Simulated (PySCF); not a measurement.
Precursor series W Cl-OH. Isolated molecules, 0 K electronic values unless said otherwise. One relaxed conformer stands for each flexible species; it need not be the lowest. In the def2 sets, heavy atoms carry core potentials. Quantity: redistribution energy (mixed species minus the weighted end members). Level 1: PBE-D3(BJ)/def2-TZVP // BP86-D3(BJ)/def2-SVP (PySCF). Level 2: TPSSh-D3(BJ)/def2-TZVP // BP86-D3(BJ)/def2-SVP (PySCF).

```tsv
case	level 1 (kcal/mol)	level 2 (kcal/mol)
3 of 6 Cl replaced by OH: [W(Cl)3(OH)3]	-6.6	-7.4
5 of 6 Cl replaced by OH: [W(Cl)(OH)5]	-4.5	-4.8
4 of 6 Cl replaced by OH: [W(Cl)2(OH)4]	-3.5	withheld
2 of 6 Cl replaced by OH: [W(Cl)4(OH)2]	0.0	-2.0
1 of 6 Cl replaced by OH: [W(Cl)5(OH)]	0.8	-0.2
```

Problem. Fit level 2 = a + b·x to the 4 complete rows by least squares, with x = level 1 in kcal/mol. Give a, b and the rms residual, and predict the withheld value.

Solution. Means of the 4 rows: x̄ = -2.575, ȳ = -3.6 kcal/mol. Σ(x − x̄)² = 37.928 and Σ(x − x̄)(y − ȳ) = 33.2, so b = 0.875 and a = ȳ − b·x̄ = -1.35 kcal/mol. The rms residual is 0.48 kcal/mol. At x = -3.5 the line gives -4.4 kcal/mol. The run for 4 of 6 Cl replaced by OH: [W(Cl)2(OH)4] gave -5.1 kcal/mol, so the line is off by 0.7 kcal/mol, within twice the rms residual.

Codes: PySCF.
